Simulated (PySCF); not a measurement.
C3H9NSi, SMILES [SiH3]/C=C/CN. Coordinates come from a B3LYP-D3(BJ)/def2-SVP optimisation. The structure was generated by enumeration; whether it is a known compound was not checked. Other conformers were not sampled.

Task: Give the equilibrium geometry at B3LYP-D3(BJ)/def2-SVP (PySCF confirms it by a frequency run) as Cartesian coordinates in Å. (An estimate is asked for; the answer gives what the named calculation found.)

Result: This is not unique; one that fits is 
```xyz
14

N     -2.7043    -1.0313    -0.2850
C     -1.9557     0.0125     0.4144
C     -0.4603    -0.1795     0.4048
C      0.4360     0.6640    -0.1338
Si     2.2795     0.3564    -0.1606
H     -2.5603    -1.9356     0.1668
H     -2.3464    -1.1325    -1.2359
H     -2.3154     0.0460     1.4587
H     -2.2042     0.9909    -0.0307
H     -0.1127    -1.1202     0.8584
H      0.0519     1.5923    -0.5820
H      2.5655    -0.9581     0.4860
H      3.0172     1.4304     0.5709
H      2.8017     0.3337    -1.5608
```
